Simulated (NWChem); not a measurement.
System: PbNH$_{2}$Cl, singlet; SMILES [NH2][Pb][Cl]

Input file for NWChem:

```
start job
memory heap 200 mb stack 900 mb global 1100 mb
geometry units angstroms noautoz
  Pb    -0.253199    -0.373393    -0.000055
  Cl     0.190721     2.091048    -0.000357
  N      1.818750    -0.835469     0.001521
  H      2.230503    -1.764145     0.001731
  H      2.531037    -0.109856     0.001816
end
basis spherical
  Pb library def2-svp
  Cl library def2-svp
  N library def2-svp
  H library def2-svp
end
ecp
  Pb library def2-ecp
end
dft
  xc xwpbe 1.00 cpbe96 1.0 hfexch 1.00
  cam 0.25 cam_alpha 0.0 cam_beta 1.0
  iterations 150
  vectors input atomic output neutral.movecs
end
task dft energy
charge 1
dft
  odft
  mult 2
  vectors input atomic output cation.movecs
end
task dft energy
```

Low-valent species are run as closed-shell singlets; no triplet was tried in these runs. Structure relaxed at the PBE0/def2-SVP level. def2 effective core potentials on Pb; no spin-orbit coupling.

Ions are spin-unrestricted doublets at the neutral geometry; other ion states weren't tried. Functional: LC-ωPBE (HJS hole) with def2-SVP; the question gives the range parameter ω in 1/bohr.

Give the results of this calculation. (LC-wPBE (HJS exchange hole, range parameter 0.25 per bohr)/def2-SVP with def2 effective core potentials on Pb, vertical spin-unrestricted ions.) Quantities: vertical ionisation energy, ΔSCF (eV); −ε(HOMO) (eV).

vertical ionisation energy, ΔSCF (eV): 9.12
−ε(HOMO) (eV): 8.75
